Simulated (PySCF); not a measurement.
H5P, SMILES [H][P@TB16]([H])([H])([H])[H]. Atoms are numbered in the order given.

```xyz
6

P      0.0000     0.0000     0.0000
H      0.0000     0.0000     1.4812
H      0.0000     0.0000    -1.4812
H      1.4274     0.0000     0.0000
H     -0.7137     1.2362     0.0000
H     -0.7137    -1.2362     0.0000
```

Geometry: PBE0-D3(BJ)/def2-TZVPD.

Two levels are set side by side: PBE/pcJ-1 (PySCF) and PBE0/pcJ-1 (PySCF). One-bond couplings, all four terms, same geometry. Isotopes: 1H, 31P. Differences are taken from unrounded values.

| quantity | PBE |
|---|---|
| ¹J(P1,H2) (Hz) | 285.3 |
| ¹J(P1,H3) (Hz) | 285.3 |
| ¹J(P1,H4) (Hz) | 413.7 |
| ¹J(P1,H5) (Hz) | 413.7 |
| ¹J(P1,H6) (Hz) | 413.7 |

**Question.** These are the PBE values. What does PBE0 give? (An estimate is asked for; the answer gives what the named calculation found.)

**Answer.** 
```tsv
quantity	PBE0	PBE minus PBE0
¹J(P1,H2) (Hz)	277.6	7.7
¹J(P1,H3) (Hz)	277.6	7.7
¹J(P1,H4) (Hz)	454.8	-41.1
¹J(P1,H5) (Hz)	454.8	-41.1
¹J(P1,H6) (Hz)	454.8	-41.1
```

Rough cost on one machine, each run with all the roots and properties that it gave: PBE0 against PBE within a factor of 2.
